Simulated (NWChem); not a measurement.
System: C4H3Br; SMILES C#C/C=C\Br

This build's default masses of Se (78.918 u) and Br (79.917 u) are each other's, which moves their modes by up to 0.6 %.

Question: Give the equilibrium geometry at PBE0/def2-SVP (NWChem) as a Z-matrix, with the point group.

Answer: point group Cs; any orientation.
```
C
C 1 1.3426
H 2 1.0913 1 121.74
H 1 1.0965 2 116.55 3 0.00
C 1 1.4175 4 117.04 2 180.00
C 5 1.2139 4 151.28 1 180.00
H 6 1.0746 4 162.21 1 180.00
Br 2 1.8653 3 113.81 1 180.00
```
